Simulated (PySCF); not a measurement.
Br2OSn. Atoms are numbered in the order given.

```xyz
4

Sn     0.0000     0.0000    -0.7108
O      0.0000     0.0000    -2.5594
Br     0.0000    -1.9840     0.8002
Br     0.0000     1.9840     0.8002
```

Coordinates come from a B3LYP-D3(BJ)/def2-SVP optimisation. The def2 effective core potentials stand for the cores of Sn; spin–orbit coupling is left out.

Method: B3LYP-D3(BJ)/def2-SVP in PySCF.

Frequencies are harmonic and unscaled.

| mode | ν (cm⁻¹) | IR (km/mol) | moving atoms (share of kinetic energy) |
|---|---|---|---|
| 1 | 77 | 1.1 | Br 77 %, Sn 20 % |
| 2 | 111 | 17.6 | O 55 %, Sn 37 %, Br 8 % |
| 3 | 134 | 29.6 | O 83 %, Br 12 % |
| 4 | 240 | 9.3 | Br 69 %, Sn 27 % |
| 5 | 265 | 59.0 | Br 52 %, Sn 48 % |
| 6 | 804 | 25.6 | O 87 %, Sn 12 % |
